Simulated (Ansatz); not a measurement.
`[CH3][W](=[O])(=[S])[Cl]` + HCl → `[O]=[W](=[S])([Cl])[Cl]` + CH₄ at 400 K and 1 bar (ligand exchange at a W–C bond).

Gas-phase electronic energies from Ansatz, PBE0-D4/def2-TZVP geometries. CCSD(T)/CBS adds triple-zeta CCSD(T) − MP2 to the extrapolated MP2 energy (def2 sets, frozen cores). This one scheme is used for every species. def2 core potentials past Kr. For W outer-core shells are correlated without core-valence functions, which leaves a few kJ/mol of doubt a bond.

```csv
species,CCSD(T)/CBS energy (Eh),H − E (kJ/mol),S (J/(mol·K))
`[CH3][W](=[O])(=[S])[Cl]`,-1039.69635,143.0,402.3
HCl,-460.38127,29.6,195.4
`[O]=[W](=[S])([Cl])[Cl]`,-1459.66461,49.5,389.1
CH₄,-40.46206,131.3,197.2
```

H − E and S are ideal-gas, rigid-rotor, harmonic terms from PBE0-D4/def2-TZVP, for one conformer and one mirror image of each species. 1 Eh = 2625.50 kJ/mol, R = 8.31446 J/(mol·K).

By hand: ΔE, ΔH, ΔS and ΔG.

ΔE = (-1459.66461) + (-40.46206) − (-1039.69635) − (-460.38127) = -0.04905 Eh = -128.8 kJ/mol. Δ(H − E) = 49.5 + 131.3 − 143.0 − 29.6 = 8.2, so ΔH = -120.6 kJ/mol. ΔS = 389.1 + 197.2 − 402.3 − 195.4 = -11.4 J/(mol·K). ΔG = -120.6 − 400 × (-11.4)/1000 = -116.0 kJ/mol.

By hand: the equilibrium constant, and the temperature at which ΔG would vanish if ΔH and ΔS stayed fixed.

log₁₀ K = −ΔG/(RT ln 10) = 15.1. ΔG = 0 at ΔH/ΔS = 10579 K, far beyond where these terms or the molecules hold.

The number of gas molecules stays the same, so ΔS is small and ΔH decides. A doubt of 5 kJ/mol in ΔE shifts log₁₀ K by 0.7 here. Other conformers and mirror images would add mixing entropy, several J/(mol·K) or more a flexible species. These are equilibria of isolated gas molecules and say nothing of rates. Largest T1 diagnostic: 0.023 (customary marks: 0.02 for closed shells, 0.045 for open ones).
